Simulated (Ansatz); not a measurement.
C2H8FGaS, SMILES `[CH3][Ga-]([CH3])([F])[SH2+]`, relaxed with RKS PBE0-D4/def2-TZVP in the Gaussian-basis code of Ansatz from a PBE-D4/def2-SVP geometry. The force threshold is 0.005 eV/Å; the program also tests the step.

Charge 0, multiplicity 1.

Start:

```xyz
13

C     1.338   -0.240   -1.370
Ga    0.530   -0.245    0.437
C    -1.055   -1.193    1.147
F     1.709    0.205    1.720
S    -0.627    2.238    0.286
H     0.573   -0.207   -2.173
H     2.021    0.627   -1.483
H     1.939   -1.161   -1.513
H    -0.792   -2.249    1.365
H    -1.899   -1.197    0.427
H    -1.389   -0.726    2.096
H    -0.452    2.374   -1.059
H    -1.898    1.774    0.122
```

Problem. By how much does the energy fall, and how many steps does the optimiser take? (Best estimate.)

Solution. The calculation gave: 2.96 kcal/mol, in 45 steps, 6 of them rejected.

Problem. Which bonds change most? (An estimate is asked.)

Solution. Computed: Ga2–S5 from 2.744 to 2.686 Å; S5–H13 from 1.363 to 1.343 Å; C3–H11 from 1.109 to 1.091 Å; C3–H10 from 1.109 to 1.092 Å.

Problem. Give the relaxed structure. (Estimate.)

Solution. Computed: 
```xyz
13

C     1.069   -0.397   -1.543
Ga    0.322   -0.182    0.262
C    -0.902   -1.310    1.303
F     1.341    0.873    1.310
S    -1.222    1.988   -0.085
H     0.285   -0.559   -2.285
H     1.648    0.484   -1.826
H     1.738   -1.260   -1.574
H    -0.391   -2.224    1.620
H    -1.776   -1.602    0.717
H    -1.237   -0.787    2.200
H    -0.459    2.457    0.920
H    -0.415    2.520   -1.018
```
